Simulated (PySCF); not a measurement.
Compound: C5H9FSSi.
Numbering: `[CH:1]#[C:2][C@:3]([F:4])([CH2:5][CH3:6])[SiH2:7][SH:8]` (hydrogens: H9 on C1; H10, H11 on C5; H12, H13, H14 on C6; H15, H16 on Si7; H17 on S8)

Level of theory: PySCF 2.14.0, density-fitted response routines, TDDFT CAM-B3LYP/def2-SVPD, vertical, gas phase, core orbitals frozen in the response. Geometry: GFN2-xTB, one conformer, isolated molecule. Torsions of this conformer, `[CH:1]#[C:2][C@:3]([F:4])([CH2:5][CH3:6])[SiH2:7][SH:8]`: C2–C3–C5–C6 -64°, C2–C3–Si7–S8 38°, H–S8–Si7–C3 -26°.

Frontier orbitals with the atoms that hold most of them (Löwdin shares over 4%, at most four atoms; ? is withheld):

| orbital | ε (eV) | atoms |
| --- | --- | --- |
| HOMO-3 | -10.44 | S8 36%, C2 16%, C1 13%, Si7 9% |
| HOMO-2 | -10.06 | C2 36%, C1 36%, S8 11%, F4 4% |
| HOMO-1 | -9.47 | C1 26%, C2 22%, C3 12%, S8 10% |
| HOMO | ? | ? |
| LUMO | 0.61 | ? |
| LUMO+1 | 0.93 | S8 33%, C1 16%, H17 12%, C2 9% |
| LUMO+2 | 1.13 | S8 21%, Si7 18%, C1 11%, C2 9% |

Q: Give the leading atoms of the HOMO.

A: S8 (bonded to Si and H) 67%; Si7 (bonded to C, S and 2 H) 10%; H17 (bonded to S) 6%; H16 (bonded to Si) 4%. By element: sulfur 67%, hydrogen 10% or more, silicon 10%.

Q: Give the leading atoms of the LUMO.

A: Si7 (bonded to C, S and 2 H) 18%; C1 (bonded to C and H) 16%; S8 (bonded to Si and H) 14%; C2 (bonded to 2 C) 12%. By element: carbon 29% or more, silicon 18%, sulfur 14%.

Q: What is the HOMO energy, and the HOMO–LUMO gap?

A: ε(HOMO) = -8.70 eV; the gap is 9.32 eV (0.3423 hartree).

Q: How does S1 compare with the orbital gap of 9.32 eV?

A: S1 is at 5.89 eV (f = 0.0024), 3.43 eV below the gap, made of HOMO-1→LUMO (38%), HOMO→LUMO (25%), HOMO-1→LUMO+1 (14%). Its leading pair isn't HOMO and LUMO; the energies of that pair differ by 10.08 eV. 

Next come S2 at 6.14 eV (f 0.0037), HOMO→LUMO+1 (28%), HOMO→LUMO+2 (27%), HOMO→LUMO+4 (14%); S3 at 6.29 eV (f 0.025), HOMO→LUMO (35%), HOMO→LUMO+3 (14%), HOMO→LUMO+1 (13%); S4 at 6.59 eV (f 0.0030), HOMO-2→LUMO (26%), HOMO-1→LUMO+2 (13%), HOMO-1→LUMO+4 (13%); S5 at 6.86 eV (f 0.0095), HOMO→LUMO+1 (43%), HOMO→LUMO (19%), HOMO→LUMO+2 (10%).

Löwdin shares depend on the basis, the more so with diffuse functions.

The run took 2.1 min of wall time on Arm Neoverse N1, one thread, shared host with 64 logical CPUs at a one-minute load of 50, and the process peaked at 1.1 GiB of memory.
